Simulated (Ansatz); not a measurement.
This geometry of CH7NSn (10 atoms, charge 0, multiplicity 1) is a first-order saddle point.

Level of theory: Ansatz 0.2.0, RHF/def2-SVP.

```xyz
10
Properties=species:S:1:pos:R:3
N -0.917 0.314 -1.301
C -0.456 0.743 -0.012
Sn 0.905 -0.702 0.904
H -1.333 -0.580 -1.432
H -0.759 0.869 -2.111
H 0.107 1.670 -0.127
H -1.272 0.972 0.683
H 0.173 -2.255 0.855
H 1.270 -0.314 2.536
H 2.365 -0.767 0.008
```

Task: Which two structures does it join? (They come from a converged band through this point; their orientation in space is the band's.)

Result: No bond is made or broken. The height of N1 over the plane of its neighbours goes from 0.36 to -0.35 Å.

First end point:

```xyz
10
Properties=species:S:1:pos:R:3
N -0.712 0.233 -1.416
C -0.341 0.742 -0.105
Sn 0.898 -0.719 0.927
H -1.336 -0.550 -1.346
H -1.182 0.933 -1.963
H 0.275 1.633 -0.232
H -1.188 1.034 0.528
H 0.132 -2.252 0.849
H 1.100 -0.286 2.576
H 2.435 -0.822 0.184
```

Last end point:

```xyz
10
Properties=species:S:1:pos:R:3
N -0.915 0.498 -1.388
C -0.524 0.760 -0.013
Sn 0.851 -0.687 0.896
H -1.388 -0.382 -1.485
H -0.127 0.486 -2.009
H -0.066 1.747 0.044
H -1.420 0.813 0.607
H 0.118 -2.240 0.901
H 1.275 -0.265 2.503
H 2.279 -0.781 -0.053
```

Task: How far does it lie above each of them?

Result: 0.235 eV above the first and 0.177 eV above the second. This is the barrier of this one path; another mechanism may lie lower.

Time of the run: 110 s on 1 thread of Arm Neoverse V1, with other jobs on the host, peak memory 0.17 GiB.
